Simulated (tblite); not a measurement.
Compound: C5H13FO2Si2.
SMILES with atom numbers: `[CH3:1][O:2][C:3](=[O:4])[C:5]([SiH3:6])([SiH3:7])[CH2:8][CH2:9][F:10]` (hydrogens: H11, H12, H13 on C1; H14, H15, H16 on Si6; H17, H18, H19 on Si7; H20, H21 on C8; H22, H23 on C9)

The geometry is computed with GFN2-xTB (gas phase).

(1) What internal coordinates does the optimisation give?

## Answers

(1) 
```json
{"bond": "C1–O2", "length (Å)": "1.419"}
{"bond": "O2–C3", "length (Å)": "1.334"}
{"bond": "C3=O4", "length (Å)": "1.214"}
{"bond": "C3–C5", "length (Å)": "1.474"}
{"bond": "C5–Si6, C5–Si7", "length (Å)": "1.916"}
{"bond": "C5–C8", "length (Å)": "1.528"}
{"bond": "C8–C9", "length (Å)": "1.522"}
{"bond": "C9–F10", "length (Å)": "1.374"}
{"bond": "C1–H11, C1–H12, C1–H13", "length (Å)": "1.090"}
{"bond": "Si6–H14 and 4 like bonds", "length (Å)": "1.460"}
{"bond": "Si6–H16", "length (Å)": "1.475"}
{"bond": "C8–H20, C8–H21", "length (Å)": "1.093"}
{"bond": "C9–H22, C9–H23", "length (Å)": "1.095"}
```

Bonds in one row agree within 0.01 Å and their mean is given. A selection of angles:
```json
{"angle": "C1–O2–C3", "degrees": "116.0"}
{"angle": "O2–C3–O4", "degrees": "123.3"}
{"angle": "O2–C3–C5", "degrees": "115.6"}
{"angle": "O4–C3–C5", "degrees": "120.9"}
{"angle": "C3–C5–Si6", "degrees": "100.9"}
{"angle": "C3–C5–Si7", "degrees": "103.7"}
{"angle": "C3–C5–C8", "degrees": "113.2"}
{"angle": "Si6–C5–Si7", "degrees": "112.3"}
{"angle": "Si6–C5–C8", "degrees": "116.8"}
{"angle": "Si7–C5–C8", "degrees": "109.0"}
{"angle": "C5–C8–C9", "degrees": "113.1"}
{"angle": "C8–C9–F10", "degrees": "111.0"}
```

Dihedral angles: C1–O2–C3–O4 -5° (synperiplanar); O2–C3–C5–Si6 -170° (antiperiplanar); C3–C5–C8–C9 -66° (synclinal); C5–C8–C9–F10 60° (synclinal). The mirror-image conformer, all signs reversed, is as good.

Si6 (SiH3 silicon) is distorted tetrahedral (angles from 104.6° to 112.2°). The C–O distances run from 1.214 Å (C3=O4, drawn double) to 1.419 Å (C1–O2, drawn single), a spread of 0.205 Å. Of the pairs four or more bonds apart, Si6···H23 is among the closest relative to their van der Waals radii: 2.85 Å, 86 % of the sum of Bondi's values. The 3 C–C bonds span 1.474 Å (C3–C5, drawn single) to 1.528 Å (C5–C8, drawn single), a spread of 0.054 Å.

Point group: C1 (no symmetry element, even within 0.4 Å). Its GFN2-xTB frequencies are all real (lowest 46 cm⁻¹). The numbers are those of one conformer.
